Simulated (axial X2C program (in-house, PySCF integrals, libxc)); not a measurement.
# Worked dissociation energy of NaGe⁻: TPSS, 2c

Computed with an axial X2C code built on PySCF integrals. Two-component (2c) means X2C with spin–orbit coupling and atomic mean-field two-electron Coulomb and Gaunt terms. Basis: Ge dyall-acv3z [10s10p8d5f1g], Na dyall-av3z [10s9p5d2f] (cores contracted in-house); Gaussian nuclei, density fitting, unrestricted open shells. Masses: Ge 73.921 u, Na 22.990 u.

Molecular state: Ω = 1 (⟨Sz⟩ = 1.00, ⟨Lz⟩ = 0.00 at TPSS).

```
E(Ge-) (2M_J = 3) : -2098.143136 hartree
E(Na) (2M_J = 1)  : -162.493961 hartree
E(NaGe⁻) at Re    : -2260.677568 hartree
ωe                : 156.6 cm⁻¹
ωexe              : 1.18 cm⁻¹
```

**Question.** Work out De and D0.

**Answer.** De = -2098.143136 + (-162.493961) − (-2260.677568) = 0.04047 hartree = 1.101 eV. The zero-point energy is ωe/2 − ωexe/4 = 78 cm⁻¹ = 0.010 eV, so D0 = 1.092 eV.

The state is one determinant whose occupation by symmetry is held fixed; it was picked as the lowest of a PBE0 search that is not exhaustive. De is counted from the lowest determinant-based energies of the atoms at the same level, without counterpoise correction. Density functionals use the spin component along the axis (collinear). Other states lie close and PBE0, whose exact exchange favours high spin, may order them wrongly; the determinant shown need not be the ground state. The nearest other 2c determinant of the search, Ω = 2, lies 0.27 eV up at the distance of the search. The functionals have no current-density term, which raises determinants with orbital currents, atoms included. With several unpaired electrons one determinant need not be a pure state. Open-shell Ω = 0 determinants with evenly filled partner blocks cannot be reached by this program, so the Ω shown need not be the lowest component. This is the Ω = 1 component of a π² triplet; the 0⁺ component is not one determinant and can lie lowest. The highest occupied level of some functionals is positive through self-interaction error; at Hartree–Fock it is bound. The determinant is spin-polarised beyond a pure state at some levels (its spin-free form has ⟨S²⟩ too high), which makes Re and μ there less reliable.

Each atomic determinant is the lowest at this level and need not be a pure J level. Totals compare only within one Hamiltonian and basis.
